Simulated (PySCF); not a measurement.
[CeOF]+ at several levels of theory

Computed with PySCF 2.14.0 (density fitting, no spin-orbit coupling) at the geometry relaxed with PBE0:

```xyz
3
[CeOF]+ (singlet)
Ce    0.0358    0.0000   -0.4123
O     1.4252    0.0000    0.7174
F    -1.5444    0.0000    0.7884
```

```json
{"level": "PBE0", "basis": "Ce lcecp-2-SVP with ECP46, O def2-SVP, F def2-SVP", "state": "singlet", "HOMO (eV)": "–", "gap (eV)": "–", "charge on Ce1 (e)": "1.62", "population of f-type functions on Ce1 (polarisation alone where 4f lies in the core)": "0.18", "dipole about the centre of mass (D)": "6.53", "largest force component (eV/Å)": "0.01"}
{"level": "PBE", "basis": "the same", "state": "singlet", "HOMO (eV)": "–", "gap (eV)": "–", "charge on Ce1 (e)": "1.47", "population of f-type functions on Ce1 (polarisation alone where 4f lies in the core)": "0.18", "dipole about the centre of mass (D)": "5.97", "largest force component (eV/Å)": "1.16"}
{"level": "PBE0", "basis": "Ce lcecp-2-TZVP with ECP46, O def2-TZVP, F def2-TZVP", "state": "singlet", "HOMO (eV)": "–", "gap (eV)": "–", "charge on Ce1 (e)": "1.84", "population of f-type functions on Ce1 (polarisation alone where 4f lies in the core)": "0.19", "dipole about the centre of mass (D)": "6.52", "largest force component (eV/Å)": "0.08"}
```

In the lcecp rows the 4f levels are missing from HOMO and gap, and the state counts the valence alone.

Charges are Mulliken's, which hang on the basis. The relaxation used the grid (50, 194), these runs (75, 302) or, all-electron (x2c bases, spin-free X2C Hamiltonian), (99, 590).

Q: What does TPSSh with Ce lcecp-2-SVP with ECP46, O def2-SVP, F def2-SVP give here?

A: state singlet, charge on Ce1 (e) 1.59, population of f-type functions on Ce1 (polarisation alone where 4f lies in the core) 0.18, dipole about the centre of mass (D) 6.37, largest force component (eV/Å) 0.81. Time: 2 s on 2 threads of Arm Neoverse V2, on a shared host, from an already converged density.
